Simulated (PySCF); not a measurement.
fluorobenzene: calculation against experiment

**Experimental background.**

NIST CCCBDB Release 22 (SRD 101), experimental dipoles lists, for the gas: dipole moment 1.6 D.

The results are set against them at the end.

Compound: fluorobenzene, C6H5F.
Atom-mapped SMILES: `[F:1][c:2]1[cH:3][cH:4][cH:5][cH:6][cH:7]1` (hydrogens: H8 on C3; H9 on C4; H10 on C5; H11 on C6; H12 on C7)

Geometry (BHandHLYP/6-31+G*, Å), atoms numbered from 1 in this order:
```xyz
12
C6H5F angstrom
F     -0.2159   -2.6605    0.1991
C     -0.1092   -1.3252    0.0997
C      1.1497   -0.7647    0.0280
C      1.2509    0.6161   -0.0729
C      0.1085    1.4050   -0.1001
C     -1.1441    0.8102   -0.0268
C     -1.2630   -0.5691    0.0744
H      2.0196   -1.3991    0.0513
H      2.2255    1.0732   -0.1301
H      0.1938    2.4764   -0.1785
H     -2.0338    1.4184   -0.0480
H     -2.2222   -1.0552    0.1328
```

The PySCF runs (gas phase, on this BHandHLYP/6-31+G* geometry; no spin–orbit coupling):

```
                          level                                          job  basis functions  wall time
BHandHLYP/6-31+G*, grid level 1  geometry optimisation from a GFN2-xTB start              136       28 s
```

Hardware: one thread of an Arm Neoverse V2, no GPU (shared host).

All basis functions are spherical.

## Comparison

**Dipole moment.** Measured: 1.6 D (NIST CCCBDB Release 22 (SRD 101), experimental dipoles).

```json
{"level": "BHandHLYP/6-31+G*", "computed (D)": "1.78", "computed − measured (D)": "+0.18", "% (from the printed values)": "+11"}
```

The computed dipoles belong to one fixed geometry; measured ones are averaged over vibrations unless marked μe. Magnitudes are compared, not signs.

The geometry is computed, not the measured one. Where a level misses, the cause wasn't examined.
